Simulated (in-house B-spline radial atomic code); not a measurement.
Settings and results of a run for the manganese ion Mn²⁺. Level of theory: Dirac-Kohn-Sham PW91, spherical fractional occupations, Fermi nucleus of rms radius 3.7057 fm; calculated with a B-spline radial code for spherical atoms.

Command:
```bash
python run_scf.py task.json out
```
Settings (nuclear radius in fm, mass in u):
```
Z                25
configuration    [Ar] 3d5
hamiltonian      dirac
method           pw91,pw91
spin_polarised   False
nucleus          fermi
rms_radius       3.7057
atomic_mass      54.93804
speed_of_light   137.035999084
```

Output (hartree, bohr):
```
 radial grid: 70 intervals, B-splines of order 8, outer radius 25.5556 bohr

 iter        energy (Eh)    residual
    1       -1146.945863    4.80e-01
    2       -1150.897471    5.28e-01
    3       -1157.453811    8.70e-02
    4       -1157.734669    2.51e-02
    5       -1157.745780    5.48e-03
    6       -1157.746163    1.11e-03
    7       -1157.746163    1.23e-03
    8       -1157.746215    2.04e-05
    9       -1157.746215    1.99e-07

 total energy                     -1157.74621
 kinetic                            1172.5718
 electron-nucleus                  -2750.6808
 Hartree                             472.2735
 exchange-correlation                -51.9107

 first-order corrections (not in the total)
   Gaunt                             0.4490
   retardation                      -0.0393
   frequency dependence             -0.0010
   self-energy                       0.2973
   Uehling                          -0.0246
   Wichmann-Kroll                    0.0001
   recoil                            0.0090

 orbital      occ     eigenvalue          <r>       <r^2>       <1/r>     <1/r^2>       r_max    small
 1s1/2      2.000      -236.9544    0.0608986   0.0049876     24.9288     1273.01     0.03987  8.07e-03
 2s1/2      2.000       -27.9862     0.279262   0.0921796     5.32306     119.943      0.2325  1.46e-03
 2p1/2      2.000       -24.0703     0.245036   0.0739599     5.26723     38.9265      0.1866  1.45e-03
 2p3/2      4.000       -23.6865     0.247988   0.0756166     5.18051     36.9207       0.189  1.43e-03
 3s1/2      2.000        -3.8113     0.852087    0.838193     1.66247     17.7518      0.7364  3.14e-04
 3p1/2      2.000        -2.6952     0.897934    0.950475     1.53533     5.37387      0.7477  2.77e-04
 3p3/2      4.000        -2.6485     0.906926    0.969512     1.51579     5.10457      0.7547  2.72e-04
 3d3/2      2.000        -0.8997      1.14541     1.69804      1.1645     1.86425      0.7591  1.72e-04
 3d5/2      3.000        -0.8951      1.14999     1.71172     1.15977     1.84795      0.7616  1.71e-04
```

Run time, properties included: 1.5 s on 1 thread of Arm Neoverse V2, on a shared host.

For the Dirac Hamiltonian the kinetic term is c α·p + (β - 1)c².
